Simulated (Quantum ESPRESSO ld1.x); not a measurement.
Values are calculated unless marked as measured or tabulated.
All-electron atom: Co I in [Ne] 3s2 3p5 3d8 4s2 (not the ground configuration). Level of theory: Dirac Kohn-Sham, BLYP, spin-unpolarised, spherical densities, point nucleus; open shells are shared between the two j in proportion to 2j + 1 (ld1.x of Quantum ESPRESSO 7.5).

Unscreened Slater integrals over Kohn-Sham orbitals (hartree). Large and small components are both included.

F0(4s1/2,4s1/2): 0.31532
F0(4s1/2,3d5/2): 0.40448
G2(4s1/2,3d5/2): 0.048044
F0(4s1/2,3d3/2): 0.40477
G2(4s1/2,3d3/2): 0.047418
F0(4s1/2,3p3/2): 0.41404
G1(4s1/2,3p3/2): 0.021078
F0(3d5/2,3d5/2): 0.89420
F2(3d5/2,3d5/2): 0.40354
F4(3d5/2,3d5/2): 0.24924
F0(3d5/2,3d3/2): 0.89696
F2(3d5/2,3d3/2): 0.40488
G2(3d5/2,3d3/2): 0.40454
G4(3d5/2,3d3/2): 0.24989
F0(3d5/2,3p3/2): 0.98717
F2(3d5/2,3p3/2): 0.45847
G1(3d5/2,3p3/2): 0.56715
G3(3d5/2,3p3/2): 0.34204
F0(3d3/2,3d3/2): 0.89974
F2(3d3/2,3d3/2): 0.40624
F0(3d3/2,3p3/2): 0.99052
F2(3d3/2,3p3/2): 0.46026
G1(3d3/2,3p3/2): 0.56914
G3(3d3/2,3p3/2): 0.34330
F0(3p3/2,3p3/2): 1.1075
F2(3p3/2,3p3/2): 0.55253
